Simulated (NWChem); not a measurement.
# CH$_{4}$OSi; SMILES C([SiH3])=O

Question: Give the equilibrium geometry at PBE0/def2-SVP (NWChem) as an XYZ file, with the point group.

Answer: point group Cs; any orientation.
```
7

O     -0.3448    -1.6867     0.0000
C      0.4833    -0.8113     0.0000
Si    -0.0646     1.0477     0.0000
H      1.5795    -1.0718     0.0000
H     -0.8896     1.2838     1.2198
H     -0.8896     1.2838    -1.2198
H      1.1235     1.9530     0.0000
```
